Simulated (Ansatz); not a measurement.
Isomers of AlClFH3Si, relaxed with PBE0-D4/def2-TZVP in Ansatz; electronic energies, one conformer each and not always the lowest. Functionals use def2-TZVPP; CBS adds triple-zeta CCSD(T) − MP2 to the MP2 limit of def2-TZVPP and def2-QZVPP.

Q: Order them by energy at frozen-core CCSD(T)/CBS, lowest first. (Best estimate.)
A. `[F][AlH][SiH2]Cl`
B. `F[SiH2][AlH][Cl]`
C. `[F][Al]([SiH3])[Cl]`

A: C (0.0 kcal/mol), B (19.2 kcal/mol), A (20.2 kcal/mol).

Q: How do PBE0-D4, r2SCAN-D4, B2PLYP, ωB97M-V place them (kcal/mol, against `[F][Al]([SiH3])[Cl]`)? (Best estimate.)

A: The calculation gave: 
```csv
isomer,PBE0-D4,r2SCAN-D4,B2PLYP,ωB97M-V
`[F][AlH][SiH2]Cl`,19.9,21.0,20.4,19.8
`F[SiH2][AlH][Cl]`,18.9,19.6,19.1,18.7
```
